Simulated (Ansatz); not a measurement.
Species: H8Si4, SMILES `[SiH2]1[SiH2][SiH2][SiH2]1` (charge 0, multiplicity 1).

Task: Give a relaxed geometry from PBE0-D3(BJ)/def2-TZVP (Ansatz, a program for electronic structure).

Result: the end point of this relaxation (outside a Z-matrix the atoms follow the SMILES, hydrogens last).
Z-matrix (Å, degrees):
```
Si
H 1 1.4895
H 1 1.4895 2 108.61
Si 1 2.3646 2 114.37 3 129.07
H 4 1.4895 1 114.38 2 -126.07
H 4 1.4895 5 108.61 1 -129.08
Si 1 2.3646 2 114.37 3 -129.07
H 7 1.4895 1 114.38 2 126.07
H 7 1.4895 8 108.61 1 129.08
Si 4 2.3646 5 114.38 6 -129.08
H 10 1.4895 4 114.37 5 126.07
H 10 1.4895 11 108.61 7 -129.07
```
